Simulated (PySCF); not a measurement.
silanone anion (H2OSi), SMILES O=[SiH2] (connectivity only; charge and spin as stated), charge -1, multiplicity 2.

The structure is a stationary point at B3LYP-D3(BJ)/def2-TZVPD. The spin state was assumed, not searched.

The numbers are results of B3LYP/def2-TZVPD (PySCF), not measurements.

The molecule is in vacuum. A positive occupied level means that this level leaves the electron formally unbound; only the finite basis holds it.

**Question.** Estimate the frontier levels, dipole moment and polarisability. (The exact figures need the calculation; the answer reports its results.)

**Answer.** 
| Property | Value |
|---|---|
| α spin, highest occupied and lowest empty level | 0.70 and 4.22 eV |
| β spin, highest occupied and lowest empty level | -1.28 and 3.29 eV |
| dipole moment about the centre of nuclear charge | 1.21 D |
| mean static polarisability | 60.4 bohr³ (8.96 Å³) |
| polarisability, principal values | 55.8, 60.8, 64.7 bohr³ |
| ⟨S²⟩ | 0.754 (pure state 0.75) |
